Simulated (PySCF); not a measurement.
# Excitation energy of S by level of theory

S [Ne] 3s2 3p4 (3P) → S [Ne] 3s1 3p5 (3P), as a difference of total energies. All numbers are calculated (PySCF 2.14, the spin-free X2C one-electron Hamiltonian (Gaussian nucleus), in aug-cc-pCVTZ-DK). Correlated levels: valence: [Ne] frozen; valence and next inner shell: 1s2 frozen; nothing frozen. The calculations carry no spin-orbit coupling.

```tsv
method	excitation energy (eV)
UHF	11.586
LDA	10.030
PBE	10.062
PBE0	10.488
r2SCAN	10.217
BLYP	10.055
HSE06	10.492
r2SCAN0	10.547
MN15	9.902
MP2 (valence)	10.536
SCS-MP2 (valence)	10.417
MP2 (valence and next inner shell)	10.538
SCS-MP2 (valence and next inner shell)	10.412
MP2 (all electrons)	10.531
SCS-MP2 (all electrons)	10.408
```

Errors of the correlated levels include the incompleteness of this basis and the frozen core.

The upper state lies above the first ionisation limit, where it may autoionise and the basis confines it.

Task: Which method comes closest to the reference value, and which is furthest?

Result: The reference is 8.928 eV (measured; NIST levels, between the centres of gravity of the two terms). Closest: MN15 (error 0.974 eV); furthest: UHF (error 2.658 eV).
